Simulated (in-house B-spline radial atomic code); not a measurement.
# Binding energies in Ho VIII (Ho7+)

NIST's tabulated ground configuration is [Kr] 4d10 4f9 5s2 5p3; each binding energy is the energy of the ion with one electron taken from that subshell, relaxed, less that of the parent. Computed with a B-spline radial code for spherical atoms: Dirac-Hartree-Fock, average of configuration, Fermi nucleus of rms radius 5.2022 fm. Energies include first-order Breit, QED and recoil terms.

```csv
subshell,X-ray name,binding energy (eV),-ε (eV),relaxation (eV)
1s,K,55735.2,56063.3,77.2
2s,L1,9520.9,9593.9,43.4
3s,M1,2255.9,2283.6,22.0
3d3/2,M4,1511.4,1537.2,23.9
3d5/2,M5,1473.1,1497.8,23.5
4s,N1,557.1,565.6,7.3
4d3/2,N4,291.7,297.9,6.0
4d5/2,N5,284.4,290.2,5.7
5s,O1,154,154.9,0.7
5p,"O2,3",124.4,125.1,0.5
4f,"N6,7",118.1,122.4,4.4
```

Relaxation = -ε minus the binding energy without Breit, QED and recoil terms.

(1) What does it cost to remove two 5p electrons?

(2) What does it cost to remove two 5s electrons?

(3) What does it cost to remove both a 3s and a 4d3/2 electron?

Answers

(1) 265.74 eV, which is 16.86 eV more than the two single binding energies together.

(2) 327.33 eV, which is 19.34 eV more than the two single binding energies together.

(3) 2581.5 eV, which is 33.87 eV more than the two single binding energies together.
